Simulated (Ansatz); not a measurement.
F₂H₂HfOSe (`[OH][Hf]([F])([F])[SeH]`) at its PBE0-D4/def2-TZVP geometry, where that method's forces vanish. The species carries charge 0 and has multiplicity 1. Hf takes the def2 core potential.

| atom | x (Å) | y (Å) | z (Å) |
| --- | --- | --- | --- |
| O1 | 0.217 | 1.443 | 0.440 |
| Hf2 | -0.247 | -0.397 | 0.460 |
| F3 | 0.741 | -1.348 | 1.777 |
| F4 | -2.087 | -0.645 | 0.872 |
| Se5 | 0.261 | -1.375 | -1.889 |
| H6 | 0.387 | 2.360 | 0.633 |
| H7 | 0.728 | -0.039 | -2.293 |

Q: For each bond, give half the difference of the two atoms' forces along it (eV/Å; positive pushes the atoms apart) under PBE-D4, r2SCAN-D4, B3LYP-D4, ωB97M-V in def2-TZVPP. (Estimate.)

A: Computed: 
```csv
bond,length (Å),PBE-D4,r2SCAN-D4,B3LYP-D4,ωB97M-V
O1–Hf2,1.898,-0.03,0.11,0.15,0.15
O1–H6,0.952,0.29,-0.05,-0.10,-0.11
Hf2–F3,1.901,0.20,0.03,0.13,0.04
Hf2–F4,1.901,0.20,0.03,0.13,0.04
Hf2–Se5,2.594,0.01,0.01,0.08,-0.03
Se5–H7,1.472,0.25,-0.03,0.04,-0.10
```

B3LYP here is the variant with VWN-RPA as its local correlation; programs differ in this.
